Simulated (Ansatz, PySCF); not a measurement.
Species: CH₄FSi, net charge 0, doublet state. It need not be the lowest isomer of its formula. SMILES: [CH2][SiH2]F
Structure (B3LYP-D3(BJ)/def2-TZVP (Ansatz, a first-principles code) minimum search):
```xyz
7

Si     0.2837     0.2552     0.2887
C     -1.5465     0.2474     0.1904
F      0.8877    -0.7714    -0.7932
H      0.8146     1.6035    -0.0039
H      0.7655    -0.2054     1.6114
H     -2.1388     1.1527     0.2620
H     -2.1228    -0.6653     0.0848
```
Charge 0, spin multiplicity 2.

Quantity: atomisation energy (electronic, to ground-state atoms), in kJ/mol. Correlated levels leave the core frozen unless marked. Open shells are spin-unrestricted. No spin-orbit coupling. Non-relativistic. The coupled-cluster limit lacks core correlation, which all-electron functionals hold. CBS(X,Y): correlation extrapolated as X^-3; Hartree-Fock from the larger set.

```
level                                 program  atomisation energy (kJ/mol)
------------------------------------  -------  ---------------------------
BP86/def2-TZVPD                         PySCF                          ___
r2SCAN/def2-TZVPD                      Ansatz                       2432.7
r2SCANh/def2-TZVPD                     Ansatz                       2420.7
CCSD/6-31G                             Ansatz                          ___
CCSD/cc-pV(T+d)Z                       Ansatz                       2339.5
CCSD(T)/CBS(cc-pV(T+d)Z,cc-pV(Q+d)Z)   Ansatz                          ___
```

Some entries are withheld; supply them.


- BP86/def2-TZVPD, atomisation energy (kJ/mol): 2456.1
- CCSD/6-31G, atomisation energy (kJ/mol): 1928.5
- CCSD(T)/CBS(cc-pV(T+d)Z,cc-pV(Q+d)Z), atomisation energy (kJ/mol): 2430.1
